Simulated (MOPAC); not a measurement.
MOPAC input (AM1):

```
AM1 1SCF UHF MS=0.5 GEO-OK AUX(PRECISION=9) THREADS=1
C2H5F2Ge

C     1.56104100 1    0.19161500 1   -1.15341200 1
Ge    0.02195900 1    0.00791000 1   -0.03296600 1
C    -1.74718800 1    0.34137200 1   -0.74436800 1
F     0.07089600 1   -1.60504100 1    0.63032700 1
F     0.21947300 1    1.03121400 1    1.37068600 1
H     2.38829400 1   -0.50212800 1   -1.07942300 1
H     1.66026900 1    1.00070300 1   -1.86559900 1
H    -1.80895000 1    1.36252600 1   -1.11908900 1
H    -1.96076700 1   -0.35414300 1   -1.55469900 1
H    -2.47797900 1    0.20644700 1    0.05128200 1
```

Output:

```
 *******************************************************************************
 **                                                                           **
 **                              MOPAC v23.2.5                                **
 **                                                                           **
 *******************************************************************************
 ** MOPAC's Digital Object Identifier: https://doi.org/10.5281/zenodo.6511958 **
 **                                                                           **
 ** Please cite the open-source release paper for use of this MOPAC version:  **
 ** J. E. Moussa and J. J. P. Stewart (2026)                                  **
 ** MOPAC: An open-source semiempirical molecular orbital program             **
 ** J. Open Source Softw., 11(119), 8025, https://doi.org/10.21105/joss.08025 **
 *******************************************************************************

                              AM1 CALCULATION RESULTS

 *******************************************************************************
 *  AM1        - The AM1 Hamiltonian to be used
 *  GEO-OK     - OVERRIDE INTERATOMIC DISTANCE AND OTHER SAFETY CHECKS
 *  UHF        - UNRESTRICTED HARTREE-FOCK CALCULATION
 *  MS=        - IN MECI, MAGNETIC COMPONENT OF SPIN =  0.5
 *  1SCF       - DO 1 SCF AND THEN STOP
 *  AUX        - OUTPUT AUXILIARY INFORMATION
 *******************************************************************************
AM1 1SCF UHF MS=0.5 GEO-OK AUX(PRECISION=9) THREADS=1
 C2H5F2Ge

   ATOM   CHEMICAL          X               Y               Z
  NUMBER   SYMBOL      (ANGSTROMS)     (ANGSTROMS)     (ANGSTROMS)

     1       C          1.56104100  *   0.19161500  *  -1.15341200  *
     2      Ge          0.02195900  *   0.00791000  *  -0.03296600  *
     3       C         -1.74718800  *   0.34137200  *  -0.74436800  *
     4       F          0.07089600  *  -1.60504100  *   0.63032700  *
     5       F          0.21947300  *   1.03121400  *   1.37068600  *
     6       H          2.38829400  *  -0.50212800  *  -1.07942300  *
     7       H          1.66026900  *   1.00070300  *  -1.86559900  *
     8       H         -1.80895000  *   1.36252600  *  -1.11908900  *
     9       H         -1.96076700  *  -0.35414300  *  -1.55469900  *
    10       H         -2.47797900  *   0.20644700  *   0.05128200  *

          CARTESIAN COORDINATES

    NO.       ATOM           X           Y           Z

     1         C          1.5610      0.1916     -1.1534
     2        Ge          0.0220      0.0079     -0.0330
     3         C         -1.7472      0.3414     -0.7444
     4         F          0.0709     -1.6050      0.6303
     5         F          0.2195      1.0312      1.3707
     6         H          2.3883     -0.5021     -1.0794
     7         H          1.6603      1.0007     -1.8656
     8         H         -1.8090      1.3625     -1.1191
     9         H         -1.9608     -0.3541     -1.5547
    10         H         -2.4780      0.2064      0.0513

  H: (AM1): M.J.S. DEWAR ET AL, J. AM. CHEM. SOC. 107 3902-3909 (1985)
  C: (AM1): M.J.S. DEWAR ET AL, J. AM. CHEM. SOC. 107 3902-3909 (1985)
  F: (AM1): M.J.S. DEWAR AND E. G. ZOEBISCH, THEOCHEM, 180, 1 (1988).
 Ge: (AM1): M.J.S.Dewar and C.Jie, Organometallics, 8, 1544, (1989)

           Empirical Formula: C2 H5 Ge F2  =    10 atoms

      MOLECULAR POINT GROUP   :   C1

          UHF CALCULATION, NO. OF ALPHA ELECTRONS =   16
                           NO. OF BETA  ELECTRONS =   15

 -------------------------------------------------------------------------------
 AM1 1SCF UHF MS=0.5 GEO-OK AUX(PRECISION=9) THREADS=1
 C2H5F2Ge

     1SCF WAS SPECIFIED, SO BFGS WAS NOT USED
     SCF FIELD WAS ACHIEVED

                              AM1 CALCULATION
                                                       MOPAC v23.2.5 Linux

          FINAL HEAT OF FORMATION =       -112.87651 KCAL/MOL =    -472.27533 KJ/MOL

          COSMO AREA              =        125.38 SQUARE ANGSTROMS
          COSMO VOLUME            =        113.96 CUBIC ANGSTROMS

          IONIZATION POTENTIAL    =         10.742250 EV
          ALPHA SOMO LUMO (EV)    =        -10.742  0.378
          BETA  SOMO LUMO (EV)    =        -11.727  0.132
          NO. OF ALPHA ELECTRONS  =         16
          NO. OF BETA  ELECTRONS  =         15
          MOLECULAR WEIGHT        =        139.6483         POINT GROUP:  C1

          MOLECULAR DIMENSIONS (Angstroms)

            Atom       Atom       Distance
            H    10    H     6     5.04591
            H     9    F     5     3.69617
            H     7    F     4     3.48545

          SCF CALCULATIONS        =          1

   ATOM   CHEMICAL          X               Y               Z
  NUMBER   SYMBOL      (ANGSTROMS)     (ANGSTROMS)     (ANGSTROMS)

     1       C          1.56104100  *   0.19161500  *  -1.15341200  *
     2      Ge          0.02195900  *   0.00791000  *  -0.03296600  *
     3       C         -1.74718800  *   0.34137200  *  -0.74436800  *
     4       F          0.07089600  *  -1.60504100  *   0.63032700  *
     5       F          0.21947300  *   1.03121400  *   1.37068600  *
     6       H          2.38829400  *  -0.50212800  *  -1.07942300  *
     7       H          1.66026900  *   1.00070300  *  -1.86559900  *
     8       H         -1.80895000  *   1.36252600  *  -1.11908900  *
     9       H         -1.96076700  *  -0.35414300  *  -1.55469900  *
    10       H         -2.47797900  *   0.20644700  *   0.05128200  *

                             CARTESIAN COORDINATES

   1    C        1.561041000     0.191615000    -1.153412000
   2   Ge        0.021959000     0.007910000    -0.032966000
   3    C       -1.747188000     0.341372000    -0.744368000
   4    F        0.070896000    -1.605041000     0.630327000
   5    F        0.219473000     1.031214000     1.370686000
   6    H        2.388294000    -0.502128000    -1.079423000
   7    H        1.660269000     1.000703000    -1.865599000
   8    H       -1.808950000     1.362526000    -1.119089000
   9    H       -1.960767000    -0.354143000    -1.554699000
  10    H       -2.477979000     0.206447000     0.051282000

           Empirical Formula: C2 H5 Ge F2  =    10 atoms

      MOLECULAR POINT GROUP   :   C1

          ALPHA EIGENVALUES
 -47.08410 -45.59305 -29.79353 -27.82295 -15.64152 -15.47821 -15.02538 -14.40490
 -14.03556 -13.97987 -13.93083 -13.67293 -13.55488 -12.81182 -11.90723 -10.74225
   0.37818   0.68644   1.48601   1.71953   4.04705   4.07364   4.20276   4.27761
   4.84519

           BETA EIGENVALUES
 -47.07482 -45.57998 -29.62005 -26.08794 -15.59319 -15.43159 -14.94857 -14.14321
 -14.02469 -13.94223 -13.87030 -13.69165 -13.55423 -12.43601 -11.72692   0.13207
   0.68534   1.06822   1.57478   1.82309   4.05246   4.07747   4.60072   4.84167
   4.94414

              NET ATOMIC CHARGES AND DIPOLE CONTRIBUTIONS

  ATOM NO.   TYPE          CHARGE      No. of ELECS.   s-Pop       p-Pop
    1          C          -0.585735        4.5857     1.35967     3.22607
    2         Ge           1.629611        2.3704     0.63568     1.73470
    3          C          -0.593669        4.5937     1.25948     3.33419
    4          F          -0.490774        7.4908     1.91204     5.57874
    5          F          -0.489766        7.4898     1.91287     5.57690
    6          H           0.122401        0.8776     0.87760
    7          H           0.114209        0.8858     0.88579
    8          H           0.095330        0.9047     0.90467
    9          H           0.096053        0.9039     0.90395
   10          H           0.102340        0.8977     0.89766
 DIPOLE           X         Y         Z       TOTAL
 POINT-CHG.    -0.557     0.723    -2.463     2.627
 HYBRID         0.164     0.023    -0.079     0.183
 SUM           -0.394     0.746    -2.542     2.678

          ATOMIC ORBITAL ELECTRON POPULATIONS

     Atom    s        px        py        pz
    1  C   1.35967   1.12713   1.03461   1.06433
    2 Ge   0.63568   0.68230   0.49190   0.56051
    3  C   1.25948   1.18951   1.06270   1.08197
    4  F   1.91204   1.96812   1.69114   1.91947
    5  F   1.91287   1.96508   1.85449   1.75733
    6  H   0.87760
    7  H   0.88579
    8  H   0.90467
    9  H   0.90395
   10  H   0.89766

                    (SZ)    =    0.500000
                    (S**2)  =    0.768831

          ATOMIC ORBITAL SPIN POPULATIONS

    Atom   Total    s     px     py     pz
         Atomic
    1  C  1.2050  0.068  0.247  0.365  0.525
    2 Ge -0.0999 -0.036 -0.038 -0.003 -0.023
    3  C  0.0081  0.000  0.006  0.001  0.001
    4  F -0.0013 -0.000 -0.002  0.002 -0.000
    5  F  0.0069 -0.000 -0.002  0.003  0.007
    6  H -0.0584 -0.058
    7  H -0.0587 -0.059
    8  H -0.0004 -0.000
    9  H -0.0005 -0.001
   10  H -0.0008 -0.001

 **********************
 *                    *
 * JOB ENDED NORMALLY *
 *                    *
 **********************

 == MOPAC DONE ==
```

The geometry given is a B3LYP-D3(BJ)/def2-TZVP minimum.
